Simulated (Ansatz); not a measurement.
C2H10Si2, SMILES `[SiH3]CC[SiH3]` (Si–C–C–Si torsion 180°) (charge 0, multiplicity 1).

All values below come from frozen-core CCSD(T)/6-31g // PBE0-D3(BJ)/def2-TZVP run with Ansatz (an electronic-structure program).

Ansatz 0.2 input:
```yaml
crystal:
  periodic: [false, false, false]
  atoms:
    - { symbol: Si, position_ang: [-2.217752, -0.540874, 0.041743] }
    - { symbol: C, position_ang: [-0.433403, -0.183915, 0.506511] }
    - { symbol: C, position_ang: [0.433403, 0.183917, -0.704286] }
    - { symbol: Si, position_ang: [2.217752, 0.540872, -0.239518] }
    - { symbol: H, position_ang: [-3.032234, -0.894278, 1.236852] }
    - { symbol: H, position_ang: [-2.819431, 0.655329, -0.609535] }
    - { symbol: H, position_ang: [-2.271704, -1.672412, -0.924586] }
    - { symbol: H, position_ang: [-0.423527, 0.624365, 1.246069] }
    - { symbol: H, position_ang: [-0.026399, -1.063372, 1.01765] }
    - { symbol: H, position_ang: [0.423524, -0.624363, -1.443844] }
    - { symbol: H, position_ang: [0.026398, 1.063375, -1.215425] }
    - { symbol: H, position_ang: [3.032239, 0.894257, -1.43463] }
    - { symbol: H, position_ang: [2.271708, 1.672422, 0.726797] }
    - { symbol: H, position_ang: [2.819421, -0.655326, 0.411775] }
basis:
  gaussian: { orbitals: "6-31g" }
correlation:
  method: ccsd_t
```

Output:

```
Functional definition: HF
854 factors; integrals over basis functions are off by at most 1.8e-4 eV
mean field evaluation 1: about -17937.4553 eV, gradient 2.2e1 eV
mean field evaluation 2: about -17937.4571 eV, gradient 2.2e1 eV
mean field evaluation 4: about -17939.0229 eV, gradient 2.5e0 eV
mean field evaluation 8: about -17939.0432 eV, gradient 1.3e-4 eV
mean field evaluation 16: about -17939.0432 eV, gradient 6.2e-7 eV
mean field -17939.04319405 eV, -659.2476778612 hartree, gradient 6.2e-7 eV, S^2 0.000000; 0 other end points of the search recorded, 0 dependent functions left out
12 core orbitals not correlated
reference -17939.04319405 eV, -659.2476778612 hartree; 13, 13 occupied and 39, 39 virtual orbitals, 854 factors
second order -8.09135124 eV of doubles, -0.00000000 eV of singles
cycle   1  -9.16619122 eV  change    -1.1e0 eV  update   8.5e-2
cycle   2  -9.67475485 eV  change   -5.1e-1 eV  update   3.1e-2
cycle   3  -9.71751192 eV  change   -4.3e-2 eV  update   7.2e-3
cycle   4  -9.71796513 eV  change   -4.5e-4 eV  update   2.1e-3
cycle   5  -9.71832971 eV  change   -3.6e-4 eV  update   5.6e-4
cycle   6  -9.71838910 eV  change   -5.9e-5 eV  update   1.5e-4
cycle   7  -9.71840707 eV  change   -1.8e-5 eV  update   4.3e-5
cycle   8  -9.71842250 eV  change   -1.5e-5 eV  update   1.3e-5
perturbative correction -0.20411145 eV, -0.0075009576 hartree
Total energy: -17948.96572801 eV, -659.6123242583 hartree
```
